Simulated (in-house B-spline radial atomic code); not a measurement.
The numbers below are computed, except where a source is named.
**Making a Troullier-Martins s channel for Zn, r_c = 1.59 bohr**

Zn, [Ar] 3d10 4s2, non-relativistic PBE, spherical and spin-unpolarised, from an all-electron radial atomic-structure program (B-spline basis) (atomic units). The all-electron 4s level is ε = -0.214083 hartree, its outermost node lies just inside 0.87 bohr and its outer maximum at 2.12 bohr.

Inside r_c the pseudo-orbital is u(r) = r^1 exp(p(r)), with p = c0 + c2 r² + c4 r⁴ + … + c12 r¹². The seven coefficients follow from p and its first four derivatives at r_c, from zero curvature of the screened potential at the origin, c4 = −c2²/(2l + 5), and from the norm inside r_c. At r_c the all-electron orbital has P = 0.5673808, P' = 0.3656693, the screened potential V = -1.056608, V' = 1.562096, V'' = -3.553292, and the norm inside is Q = 0.1268107.

Problem. What are p, p' and p'' at r_c?

Solution. p = ln(P/r_c^1) = ln(0.5673808/1.59) = -1.03046. p' = P'/P − 1/r_c = 0.64449 − 0.62893 = 0.01556. The radial equation gives p'' = 2(V − ε) − 2(1) p'/r_c − p'² = -1.68505 − (0.01957) − 0.00024 = -1.70486. Differentiating, p''' = 2V' + 2(1)p'/r_c² − 2(1)p''/r_c − 2p'p'' = 5.334, and p'''' = 2V'' − 4(1)p'/r_c³ + 4(1)p''/r_c² − 2(1)p'''/r_c − 2p''² − 2p'p''' = -22.508.

For a trial c2 the five matching conditions are linear in c0, c6, c8, c10 and c12, and c2 is varied until the norm inside r_c equals Q. The root nearest zero gives:

| n | c_n |
| --- | --- |
| 0 | -1.608657 |
| 2 | 0.1826724 |
| 4 | -0.006673838 |
| 6 | 0.2542283 |
| 8 | -0.2109313 |
| 10 | 0.06030381 |
| 12 | -0.00597539 |

Problem. Check c4 and p(r_c), and find the screened pseudopotential at the origin.

Solution. −c2²/5 = -0.00667384, as listed. The terms c_n r_c^n are -1.60866, 0.46181, -0.04265, 4.10778, -8.61624, 6.22753, -1.56003, which sum to -1.03046. Inverting the radial equation, V_l(r) = ε + 1 p'/r + (p'' + p'²)/2, so V_l(0) = ε + (2l + 3) c2 = -0.214083 + 3 × (0.182672) = 0.3339 hartree, finite where the all-electron potential diverges.

Orbitals and screened potentials:

| r (bohr) | P | u | V all-electron | V pseudo |
| --- | --- | --- | --- | --- |
| 0.159 | 0.1656 | 0.03197 | -111.8 | 0.3372 |
| 0.398 | -0.209 | 0.08206 | -25.08 | 0.4414 |
| 0.636 | -0.2255 | 0.1385 | -9.579 | 0.8138 |
| 0.875 | 0.01697 | 0.2123 | -4.51 | 1.193 |
| 1.113 | 0.2656 | 0.3183 | -2.504 | 0.7429 |
| 1.352 | 0.4507 | 0.4539 | -1.557 | -0.6815 |
| 1.59 | 0.5674 | 0.5674 | -1.057 | -1.057 |

Logarithmic derivatives P'/P at R = 1.89 bohr, for energies E around ε:

```csv
E − ε (hartree),all-electron,pseudo
-0.5,0.712092,0.706588
-0.25,0.473075,0.471357
-0.1,0.314449,0.314132
0,0.201116,0.201117
0.1,0.0808437,0.0804514
0.25,-0.114578,-0.117507
0.5,-0.490291,-0.506468
```

Problem. With P(R) = 0.6391055 and a norm of 0.2382635 inside R, what slope in energy does norm conservation fix?

Solution. d(P'/P)/dE = −2 × (norm inside R)/P(R)² = -1.1667 per hartree·bohr at E = ε, for both atoms, since orbital and norm agree at R. Differences over ±0.1 hartree give -1.1680 (all-electron) and -1.1684 (pseudo), which also hold third-order terms. Half a hartree below ε the two curves differ by -0.0055.
